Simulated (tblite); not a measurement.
Isomers of C4H15NOSi3. All values are computed: GFN2-xTB (tblite) harmonic vibrations without scaling, gas phase. This tight-binding method is rough: wavenumbers can miss measured ones by several per cent, in bad cases by 10 to 20. Modes of hydrogen on silicon can be 10 to 20 % off. One conformer each.

Electronic energies: GFN2-xTB at the same geometries; isomer energies are rough at this level and their order can be wrong.

```
                              SMILES  electronic energy, lowest = 0 (kcal/mol)
    CO[C@@H]1[SiH2]C[SiH2]C[Si@@H]1N                                       0.8
C[C@@H]([SiH3])[Si@@](N)(C=O)C[SiH3]                                      18.7
     CO[C@@H]1[SiH2]C[SiH2]C[Si@H]1N                                       0.0
```

Problem. How do GFN2-xTB zero-point energies change the relative energies?

Solution. 
```csv
SMILES,ZPE (kcal/mol),of it from modes above 1550 cm⁻¹,electronic (kcal/mol),"with ZPE, lowest = 0 (kcal/mol)",lowest mode (cm⁻¹),rings
CO[C@@H]1[SiH2]C[SiH2]C[Si@H]1N,112.1,59.3,0.0,0.0,40,1
CO[C@@H]1[SiH2]C[SiH2]C[Si@@H]1N,112.0,59.3,0.8,0.7,29,1
C[C@@H]([SiH3])[Si@@](N)(C=O)C[SiH3],108.5,61.2,18.7,15.1,26,0
```

The zero-point energies span 3.6 kcal/mol, from `C[C@@H]([SiH3])[Si@@](N)(C=O)C[SiH3]` to `CO[C@@H]1[SiH2]C[SiH2]C[Si@H]1N`. The order is unchanged.

Problem. What do entropy and thermal enthalpy add at 298.15 K and 1 bar (rigid rotor, harmonic oscillator, one conformer each)?

Solution. 
```json
{"SMILES": "CO[C@@H]1[SiH2]C[SiH2]C[Si@H]1N", "point group": "C1", "symmetry number": "1", "S (cal/(mol K))": "116.4", "H − H(0) (kcal/mol)": "9.45", "ZPE + H − H(0) − TS (kcal/mol)": "86.9"}
{"SMILES": "CO[C@@H]1[SiH2]C[SiH2]C[Si@@H]1N", "point group": "C1", "symmetry number": "1", "S (cal/(mol K))": "117.5", "H − H(0) (kcal/mol)": "9.53", "ZPE + H − H(0) − TS (kcal/mol)": "86.5"}
{"SMILES": "C[C@@H]([SiH3])[Si@@](N)(C=O)C[SiH3]", "point group": "C1", "symmetry number": "1", "S (cal/(mol K))": "131.4", "H − H(0) (kcal/mol)": "10.94", "ZPE + H − H(0) − TS (kcal/mol)": "80.3"}
```
